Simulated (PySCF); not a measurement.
Electron correlation in Os⁶³⁺ (osmium, charge +63)

[Ne] 3s2 3p1, 2P determinant. Computed with PySCF 2.14 in an uncontracted even-tempered set (16 s from 17 bohr⁻², ratio 2.5; 10 p from 23 bohr⁻², ratio 2.5; 4 d from 87 bohr⁻², ratio 2.7; 4 f from 130 bohr⁻², ratio 2.7), with no relativity, point nucleus. Frozen: 1s2; 11 electrons correlated; the 17 highest virtual orbitals of each spin left out.

```tsv
level	correlation energy (mhartree)
CCSD	-582.60
(T)	-1.67
CCSD(T)	-584.27
```

Diagnostics: T1 = 0.00074, D1 = 0.0032, largest double amplitude 0.084.

A non-relativistic calculation at this Z misses sizeable relativistic shifts. Spin-orbit coupling, absent here, splits the open shell strongly.

Cost of the coupled-cluster step: about 50 core-seconds, for 11 correlated electrons.

Iterations:

```
CC2 = 0
CCSD nocc = (np.int64(6), np.int64(5)), nmo = (76, 76)
frozen orbitals [[0, 77, 78, 79, 80, 81, 82, 83, 84, 85, 86, 87, 88, 89, 90, 91, 92, 93], [0, 77, 78, 79, 80, 81, 82, 83, 84, 85, 86, 87, 88, 89, 90, 91, 92, 93]]
max_cycle = 100
direct = 0
conv_tol = 1e-08
conv_tol_normt = 1e-06
diis_space = 8
diis_start_cycle = 0
Init t2, MP2 energy = -0.520150122637877
Init E_corr(UCCSD) = -0.520150122639668
cycle = 1  E_corr(UCCSD) = -0.561570709986737  dE = -0.0414205873  norm(t1,t2) = 0.026713
cycle = 2  E_corr(UCCSD) = -0.575226393252646  dE = -0.0136556833  norm(t1,t2) = 0.00956825
cycle = 3  E_corr(UCCSD) = -0.582644718077306  dE = -0.00741832482  norm(t1,t2) = 0.0034759
cycle = 4  E_corr(UCCSD) = -0.582593924259647  dE = 5.07938177e-05  norm(t1,t2) = 7.44014e-05
cycle = 5  E_corr(UCCSD) = -0.582597547875337  dE = -3.62361569e-06  norm(t1,t2) = 2.89991e-06
cycle = 6  E_corr(UCCSD) = -0.582596530272064  dE = 1.01760327e-06  norm(t1,t2) = 4.03385e-07
cycle = 7  E_corr(UCCSD) = -0.582596654176839  dE = -1.23904774e-07  norm(t1,t2) = 8.89859e-08
cycle = 8  E_corr(UCCSD) = -0.582596682887003  dE = -2.87101642e-08  norm(t1,t2) = 3.34775e-08
cycle = 9  E_corr(UCCSD) = -0.582596695766986  dE = -1.28799833e-08  norm(t1,t2) = 2.05923e-08
cycle = 10  E_corr(UCCSD) = -0.58259672922175  dE = -3.34547635e-08  norm(t1,t2) = 1.48084e-08
cycle = 11  E_corr(UCCSD) = -0.582596725178151  dE = 4.04359835e-09  norm(t1,t2) = 1.00784e-09
UCCSD converged
E(UCCSD) = -11656.37235620953  E_corr = -0.5825967251781513
UCCSD(T) correction = -0.00166766053661427
```

At this charge a non-relativistic calculation is a model, useful for the Z dependence of the correlation energy.
